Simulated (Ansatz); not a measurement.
A nudged elastic band was laid between two geometries of C3H7BO (12 atoms, charge 0, multiplicity 1).

Level of theory: Ansatz 0.2.0, RKS PBE-D4/STO-3G.

```json
{
  "movable images": "7",
  "climbing image": "yes",
  "spring": "5.0 eV/Å²",
  "optimiser": "quadratic models (default)",
  "start path": "IDPP",
  "force threshold": "0.05 eV/Å",
  "iteration limit": "60",
  "end points": "relaxed"
}
```

Image 0:

```xyz
12
Properties=species:S:1:pos:R:3
B -0.639 1.870 1.242
C -0.301 0.963 0.058
C 0.423 -0.192 0.217
C 0.738 -1.191 -0.909
O -0.084 -2.412 -0.714
H -0.338 1.536 2.334
H -1.189 2.901 1.082
H -0.591 1.225 -0.979
H 0.736 -0.509 1.233
H 0.565 -0.709 -1.907
H 1.798 -1.532 -0.856
H -1.040 -2.006 -0.767
```

Image 8:

```xyz
12
Properties=species:S:1:pos:R:3
B -0.856 1.460 1.596
C -0.657 0.442 0.473
C 0.573 -0.086 0.188
C 0.837 -1.121 -0.936
O -0.319 -1.413 -1.791
H 0.080 1.844 2.204
H -1.931 1.867 1.868
H -1.496 0.062 -0.143
H 1.468 0.231 0.763
H 1.739 -0.772 -1.514
H 1.124 -2.092 -0.460
H -0.484 -0.479 -2.214
```

Q: What changes between the two ends?

A: No bond is made or broken. The dihedral H9–C3–C4–H10 goes from -169 to -46°.

Q: What energy profile does the band end with?

A: The run converged. The highest image is number 4 of 0 to 8, 0.088 eV above the first end and 0.076 eV above the last; the last end lies 0.012 eV above the first. A vibrational analysis at the climbing image gives one clearly imaginary mode, 123i cm⁻¹: a first-order saddle point. Limits of this set-up: minimal basis.

| image | path coordinate (Å) | energy (eV) | dihedral H9–C3–C4–H10 (°) |
| --- | --- | --- | --- |
| 0 | 0.00 | 0.000 | -169 |
| 1 | 0.51 | 0.010 | -156 |
| 2 | 1.01 | 0.040 | -141 |
| 3 | 1.52 | 0.073 | -124 |
| 4 | 2.02 | 0.088 | -107 |
| 5 | 2.52 | 0.077 | -90 |
| 6 | 3.02 | 0.049 | -74 |
| 7 | 3.52 | 0.023 | -60 |
| 8 | 4.02 | 0.012 | -46 |

Q: What is the geometry of the highest image?

A: 
```xyz
12
Properties=species:S:1:pos:R:3
B -0.732 1.694 1.408
C -0.511 0.729 0.242
C 0.535 -0.157 0.238
C 0.829 -1.187 -0.886
O -0.336 -2.010 -1.260
H -0.001 1.666 2.334
H -1.620 2.471 1.393
H -1.186 0.724 -0.638
H 1.223 -0.174 1.108
H 1.259 -0.632 -1.768
H 1.607 -1.903 -0.534
H -0.990 -1.278 -1.602
```

Q: What are the harmonic wavenumbers there?

A: 123i, 143, 214, 285, 343, 395, 557, 808, 855, 947, 1050, 1071, 1078, 1088, 1137, 1248, 1335, 1374, 1388, 1429, 1549, 1587, 1701, 2913, 3054, 3131, 3320, 3322, 3348, 3569 cm⁻¹.

Run time: 80 s on 1 thread of Intel(R) Xeon(R) Platinum 8275CL CPU @ 3.00GHz (Skylake/Cascade Lake), on a shared host, peak memory 0.12 GiB.
